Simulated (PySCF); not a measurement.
# Polarisability and C₆ of Pb (lead, neutral)

[Xe] 4f14 5d10 6s1 6p3, high-spin 5S determinant (an excited configuration). Computed with PySCF 2.14 in aug-cc-pVQZ-DK3 (10s9p7d4f2g, 118 functions), with the spin-free X2C one-electron Hamiltonian (Gaussian nucleus). Coupled (time-dependent) response in atomic units; α is the mean over directions.

| method | mean α (bohr³) | C₆ (like pair) | S(−4) |
| --- | --- | --- | --- |
| PBE | 62.90 | 763.5 | 1328 |

S(−4) is the Cauchy moment in α(ω) = α(0) + S(−4) ω² + …

α(iu) at PBE:

```
u (hartree)  α(iu) (bohr³)
          0          62.90
     0.0500          59.81
      0.100          52.53
      0.200          36.96
      0.300          26.06
      0.500          14.85
      0.750          9.072
       1.00          6.355
       1.50          3.817
       2.00          2.612
       3.00          1.458
       5.00         0.6349
```

A single London oscillator, α(iu) = α/(1 + u²/ω²), gives C₆ = (3/4) ω α². Matching the computed C₆ needs ω = 4 × 763.5 / (3 × 62.90²) = 0.257 hartree.

Spin-orbit coupling, which splits the p, d and f shells strongly at this Z, is absent. Spin-orbit coupling is strong in this species (close to jj coupling), so the high-spin LS determinant is a model state, not a physical level.
